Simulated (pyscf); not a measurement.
A first-order saddle from PySCF, ωB97X-D3(BJ)/def2-SVP:

```xyz
5

Ga    -0.2642    -0.3043    -0.1625
P      1.4988     0.4805    -1.2804
H      0.4506     1.1973     0.1652
H      0.7150     1.5063    -1.8843
H     -0.6572    -1.5866     0.6305
```
Charge 0, spin multiplicity 2.

Surface: doublet, charge 0. Lowest wavenumbers (cm⁻¹): 1490i, 384, 422, 489, 682.

Problem. Name the species on either side of this saddle.

Solution. `[PH][GaH2]` [doublet] <-> `[PH2][GaH]` [doublet], a hydrogen shift read from left to right: Ga–H broken and H–P formed. At CCSD(T)/def2-TZVPP + ΔMP2(QZVPP) it lies +108.8 kJ/mol from the left side and +123.3 kJ/mol from the right (each side as separated species at their lowest minima found). This is the saddle that the search found; another between the same sides may lie lower. The CCSD(T) − MP2 part came from Ansatz, without density fitting, on the same reference. The frozen core leaves the outer d or s,p core shells of the metals and heavy elements correlated in the MP2 and CC values, and def2-TZVPP describes them poorly, which can shift differences by a few kcal/mol. Elements up to Kr have no core potential and no relativistic terms here.
